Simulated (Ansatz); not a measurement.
A nudged elastic band was laid between two geometries of H$_{7}$N$_{3}$Si (11 atoms, charge 0, multiplicity 1).

Theory: RKS PBE-D4/6-31G* (Ansatz 0.2.0).

```
movable images  : 7
climbing image  : yes
spring          : 5.0 eV/Å²
optimiser       : quadratic models (default)
start path      : through a guess of the saddle point
force threshold : 0.03 eV/Å
iteration limit : 60
end points      : relaxed
```

Initial state:

```xyz
11
Properties=species:S:1:pos:R:3
Si 0.044 -0.018 0.228
H -0.221 -0.252 1.693
N 1.774 0.208 0.181
H 2.346 -0.354 0.811
H 2.236 0.317 -0.724
N -0.556 1.380 -0.609
H -1.562 1.449 -0.759
H -0.154 2.286 -0.369
N -0.816 -1.330 -0.536
H -0.816 -2.237 -0.069
H -0.741 -1.448 -1.548
```

Final state:

```xyz
11
Properties=species:S:1:pos:R:3
Si -1.055 0.057 0.516
H 1.914 0.019 1.633
N 2.236 -0.030 0.658
H 1.761 -0.851 0.261
H 1.792 0.771 0.190
N -0.810 1.345 -0.641
H -0.683 1.265 -1.652
H -0.889 2.318 -0.347
N -0.906 -1.318 -0.553
H -1.052 -2.262 -0.197
H -0.773 -1.314 -1.567
```

Q: Which bonds break or form, and what moves?

A: Bonds broken: Si1–H2, Si1–N3. Bonds formed: H2–N3. H7N3Si becomes H3N + H4N2Si.

Q: What energy profile does the band end with?

A: The forces met the threshold. The highest image is number 5 of 0 to 8, 2.91 eV above the first end and 1.40 eV above the last; the last end lies 1.51 eV above the first. Beside the main top the profile has a ripple of under 15 meV (maxima at images 2, 5), which may be a very shallow well or noise. Neighbouring images differ by up to 2.2 eV, so the band resolves the path poorly. A vibrational analysis at the climbing image gives one clearly imaginary mode, 1366i cm⁻¹: a first-order saddle point. The orbitals stay closed-shell, which can raise the energy where a bond breaks towards radicals; this wasn't checked here.

| image | path coordinate (Å) | energy (eV) | Si1–H2 (Å) | Si1–N3 (Å) | H2–N3 (Å) |
| --- | --- | --- | --- | --- | --- |
| 0 | 0.00 | 0.00 | 1.51 | 1.75 | 2.55 |
| 1 | 0.89 | 0.11 | 1.51 | 1.75 | 2.62 |
| 2 | 1.78 | 0.14 | 1.51 | 1.75 | 2.77 |
| 3 | 2.66 | 0.14 | 1.51 | 1.75 | 2.71 |
| 4 | 3.55 | 0.73 | 1.51 | 1.74 | 2.30 |
| 5 | 4.43 | 2.91 | 1.68 | 1.92 | 1.41 |
| 6 | 5.33 | 2.02 | 2.16 | 2.72 | 1.04 |
| 7 | 6.23 | 1.59 | 2.66 | 3.13 | 1.03 |
| 8 | 7.13 | 1.51 | 3.17 | 3.30 | 1.03 |

Q: What is the geometry of the highest image?

A: 
```xyz
11
Properties=species:S:1:pos:R:3
Si -0.271 0.051 0.366
H 0.884 -0.230 1.553
N 1.646 0.041 0.401
H 2.188 -0.658 -0.129
H 2.189 0.895 0.578
N -0.633 1.293 -0.859
H -1.637 1.432 -1.020
H -0.228 2.214 -0.665
N -0.623 -1.451 -0.460
H -1.189 -2.159 0.004
H -0.792 -1.427 -1.468
```

The run took 6.8 min on 1 thread of Arm Neoverse V1 (shared host), peak memory 0.12 GiB.
